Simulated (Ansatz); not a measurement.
Zn₂O₂⁺. The state is a doublet with charge 1. Geometry PBE0-D4/def2-SVP, that of the neutral singlet; atoms count from 1.

```xyz
4

Zn    0.6306   -1.0696    0.9096
Zn    0.7231   -0.1467   -1.3508
O    -0.7028    0.3486    0.8564
O    -0.6508    0.8677   -0.4152
```

The structure holds one bond between oxygen atoms, so isomers without such links may lie far lower. The structure comes from a short search, and lower isomers may exist.

Q: Estimate the Mulliken populations from the PBE0/def2-TZVP orbitals of Ansatz.

A: 
```tsv
atom	charge (e)	spin (α − β)	d electrons
Zn1	0.58	-0.02	10.03
Zn2	0.58	-0.02	10.03
O3	-0.08	0.52	–
O4	-0.08	0.52	–
```
Mulliken values depend strongly on the basis.

Q: Where does the spin sit?

A: Summed by element: Zn -0.05, O 1.05, of 1 unpaired in all. Largest on single atoms: O3 0.52, O4 0.52, Zn1 -0.02.

Q: And the Mayer bond orders between heavy atoms (over 0.3)?

A: Zn1–Zn2 0.89 (2.44 Å); Zn1–O3 0.49 (1.95 Å); Zn2–O4 0.49 (1.95 Å); O3–O4 1.38 (1.37 Å).
